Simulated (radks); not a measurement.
Spherical quantum dot in the effective-mass picture: electrons in a parabolic well V = omega^2 r^2 / 2 with omega = 0.469, all in effective atomic units (hartree* = m*/eps^2 hartree, bohr* = eps/m* bohr), one dielectric constant everywhere. Calculated with a radial shooting solver with Libxc functionals: non-relativistic Kohn-Sham, LDA (Slater exchange, Perdew-Wang correlation), spin-polarised, spherical densities. Levels are named by radial order and angular momentum (1s, 1p, 1d, 2s, ...), and open shells are averaged over m. Results are scaled to m* = 0.27 and eps = 13.6, for which hartree* = 39.72 meV and bohr* = 2.665 nm.

N = 18, configuration 1s2 1p6 1d10. This is the lowest configuration that the search found. Occupied and some empty levels:

level  occupation  eigenvalue (meV)  <r> (nm)
1s              2            230.84     7.002
1p              6            238.26     8.701
1d             10            246.78     9.825
2s              0            248.92     8.276
1f              0            256.39     10.69
2p              0            260.18     9.273

Energy (meV): total 2732.76, kinetic 250.23, external 1000.4, Hartree 1689.3, exchange-correlation -207.16.

Electron density:

r (nm)  n(r) (e/nm^3)
0.858        0.001397
1.81         0.001531
2.77         0.001766
3.72         0.002088
4.68         0.002460
5.63         0.002805
6.59         0.003036
7.55         0.003066
8.50         0.002849
9.46         0.002405
10.4         0.001818
11.4         0.001217
12.3        0.0007117
13.3        0.0003623
14.2        0.0001590
15.2       0.00006042
16.1       0.00001973
17.1        5.589e-06
18.1        1.363e-06
19.0        2.883e-07
